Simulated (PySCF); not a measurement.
Compound: C₅H₈Si.
Atom-mapped SMILES: `[CH2:1]=[CH:2][C:3]#[C:4][CH2:5][SiH3:6]` (hydrogens: H7, H8 on C1; H9 on C2; H10, H11 on C5; H12, H13, H14 on Si6)

Method: PBE0-D3(BJ)/def2-SVP geometry optimisation, gas phase (PySCF); density fitting, grid level 1; the optimiser is geomeTRIC in internal coordinates, started from a GFN2-xTB structure with every atom displaced at random (about 0.01 Å).

Step 1: E = -13174.6568 eV
```
atom  x, y, z in Å  |  force x, y, z in eV/Å
C1      3.1171    0.9288   -0.2427    0.217  -0.069  -0.414
C2      2.3099    0.7036    0.7987    0.038   0.059   0.277
C3      1.0672    0.0280    0.7299   -1.144  -0.460  -0.174
C4     -0.0225   -0.5324    0.6620    1.044   0.338   0.220
C5     -1.2958   -1.2135    0.6233   -0.208  -0.174  -0.213
Si6    -2.7002   -0.0597    0.0483    0.089   0.106  -0.032
H7      2.8621    0.5684   -1.2472    0.022   0.103   0.115
H8      4.0662    1.4576   -0.1190   -0.045  -0.015   0.014
H9      2.6161    1.0577    1.7908   -0.038   0.022   0.023
H10    -1.5568   -1.6176    1.6159   -0.001   0.011   0.032
H11    -1.2624   -2.0788   -0.0711    0.016   0.147   0.104
H12    -4.0069   -0.7870    0.0093    0.047  -0.048   0.026
H13    -2.3834    0.4482   -1.3209   -0.020  -0.012   0.030
H14    -2.8070    1.0920    0.9920   -0.018  -0.006  -0.008
```

Step 2: E = -13174.6699 eV
```
atom  x, y, z in Å  |  force x, y, z in eV/Å
C1      3.1151    0.9263   -0.2502   -0.019   0.006   0.026
C2      2.3025    0.6997    0.7947    0.065  -0.003  -0.017
C3      1.0578    0.0161    0.7307   -0.248   0.000  -0.139
C4     -0.0207   -0.5499    0.6738    0.281  -0.014   0.141
C5     -1.3014   -1.2210    0.6280   -0.070  -0.020  -0.060
Si6    -2.6852   -0.0507    0.0465    0.029   0.036  -0.004
H7      2.8642    0.5952   -1.2614   -0.030  -0.026   0.029
H8      4.0597    1.4577   -0.1152    0.002   0.011   0.016
H9      2.6019    1.0593    1.7875    0.000  -0.010  -0.008
H10    -1.5715   -1.6205    1.6210   -0.005   0.017   0.001
H11    -1.2697   -2.0830   -0.0625    0.003   0.025   0.008
H12    -3.9855   -0.7875    0.0098    0.002  -0.019   0.008
H13    -2.3666    0.4523   -1.3219   -0.004   0.001   0.003
H14    -2.7971    1.1010    0.9888   -0.005  -0.003  -0.004
```

Problem. Estimate the geometry and energy of step 3. (The exact step hangs on the optimiser's Hessian estimate; all steps are aligned on step 2, rigid shifts and turns removed.)

Solution. E = -13174.6725 eV, largest force 0.218 eV/Å
```
atom  x, y, z in Å  |  force x, y, z in eV/Å
C1      3.1012    0.9263   -0.2517   -0.059   0.004   0.062
C2      2.2984    0.7031    0.8008    0.027  -0.024  -0.025
C3      1.0562    0.0123    0.7347    0.136   0.166  -0.035
C4     -0.0128   -0.5640    0.6855   -0.121  -0.164   0.074
C5     -1.2991   -1.2270    0.6277    0.018   0.050   0.004
Si6    -2.6677   -0.0424    0.0436   -0.007  -0.009   0.005
H7      2.8260    0.5782   -1.2495    0.031  -0.003  -0.046
H8      4.0437    1.4660   -0.1363    0.000  -0.007   0.004
H9      2.5982    1.0666    1.7917   -0.006  -0.004  -0.005
H10    -1.5796   -1.6265    1.6178   -0.008   0.008  -0.006
H11    -1.2677   -2.0846   -0.0651   -0.005  -0.024  -0.024
H12    -3.9664   -0.7824    0.0008   -0.010   0.004  -0.003
H13    -2.3432    0.4648   -1.3211    0.002   0.004  -0.006
H14    -2.7836    1.1047    0.9904    0.002   0.000   0.001
```

The energy changes by -0.0025 eV. The first-order estimate −F·Δx gives -0.0057 eV and the mean of the old and new forces, exact on a quadratic surface, -0.0025 eV. The step makes an angle of 80° with the force vector and moves no atom by more than 0.043 Å.

The cost below is that of the whole optimisation. The run took 67 s on one thread of an Arm Neoverse N1, shared host with 64 logical CPUs at a one-minute load of 14, and the process peaked at 0.52 GiB of memory.
